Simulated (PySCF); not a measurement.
## Two-component Hartree-Fock for Kr³⁺ (krypton, charge +3)

Start: [Ar] 3d10 4s1 4p3 5s1; 4s1/2 filled at m_j = +1/2; 4p3/2 filled at m_j = -1/2, +1/2, +3/2; 5s1/2 filled at m_j = +1/2. Calculated with PySCF 2.14 in x2c-SVPall-2c with one added diffuse shell each of s, p, d type (6s7p4d, 47 functions): generalised Hartree-Fock with the X2C-1e Hamiltonian and a Gaussian nucleus; one run each with spin-orbit coupling (SO) switched off, then screened by Boettger's factors. This is a chosen level, not necessarily the ground level.

| spinor shell | electrons | ε, spin-free (eV) | ε, screened SO (eV) | weight of nominal j (screened SO) | rms radius, screened SO (bohr) |
| --- | --- | --- | --- | --- | --- |
| 1s1/2 | 2 | -14449.2 | -14448.9 | 1.000 | 0.0478 |
| 2s1/2 | 2 | -2008.3 | -2008.3 | 1.000 | 0.199 |
| 2p1/2 | 2 | -1776.6 | -1813.7 | 1.000 | 0.175 |
| 2p3/2 | 4 | -1776.6 | -1758.8 | 1.000 | 0.178 |
| 3s1/2 | 2 | -353.17 | -353.15 | 1.000 | 0.565 |
| 3p1/2 | 2 | -276.88 | -282.80 | 0.988 | 0.574 |
| 3p3/2 | 4 | -276.88 | -274.01 | 0.994 | 0.584 |
| 3d3/2 | 4 | -150.15 | -151.14 | 0.887 | 0.608 |
| 3d5/2 | 6 | -150.15 | -149.47 | 0.924 | 0.607 |
| 4s1/2 | 1 | -78.702 | -78.677 | 1.000 | 1.53 |
| 4p3/2 | 3 | -57.353 | -57.361 | 0.635 | 1.72 |
| 5s1/2 | 1 | -25.576 | -25.573 | 1.000 | 3.53 |

| quantity | spin-free | screened SO |
| --- | --- | --- |
| E (hartree) | -2783.78229 | -2783.92702 |
| M_J | 5/2 | 5/2 |
| ⟨J²⟩ | 8.751 | 8.751 |
| ⟨L²⟩ | 0.000 | 0.013 |
| ⟨S²⟩ | 8.751 | 8.728 |

Each row is a mean over spinors that exchange with the open shell spreads, by up to 2.404 eV (3s1/2).

Rows whose weight is well below 1 are mixtures of j = l ± 1/2: exchange outweighs spin-orbit coupling there, and the label is only the starting occupation.

Without spin-orbit coupling the j labels of p, d and f shells carry no meaning; the spin-free column gives the mean over the occupied spinors of each nl shell.
